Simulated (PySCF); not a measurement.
Gas-phase reaction: GeCl4 + 3 GeF4 → 4 GeF3 + 4 Cl

Method: PySCF energies plus ideal-gas RRHO corrections (1 bar). † marks an energy on the PBE0/def2-TZVP geometry and frequencies. MP2 and CCSD(T) freeze the core. Open shells (unrestricted): GeF3 (multiplicity 2), Cl (multiplicity 2); the rest are closed-shell singlets. Spin-orbit splitting is ignored; it lowers the true energy and changes the entropy of Cl. B3LYP is the form with VWN-RPA correlation. Ge: all electrons, no relativistic terms. GeF3: computed as isolated molecules; such fragments, hydroxides, amides, oligomers or adducts are transient or little studied in the gas. MP2 isn't extrapolated to the basis-set limit. CCSD(T) isn't extrapolated to the basis-set limit.

r2SCAN/def2-TZVP† gives ΔH°(298 K) = 1577 kJ.

**Question.** What do MP2/def2-SVP†, CCSD(T)/def2-SVP†, B3LYP/def2-TZVP† give?

**Answer.** MP2/def2-SVP†: 1594 kJ; CCSD(T)/def2-SVP†: 1536 kJ; B3LYP/def2-TZVP†: 1473 kJ. For scale, ΔH°(298 K) is 1577 kJ at this level, 1605 kJ at ωB97M-V/def2-TZVP†, and runs from 1153 to 1794 kJ over the 20 levels computed.
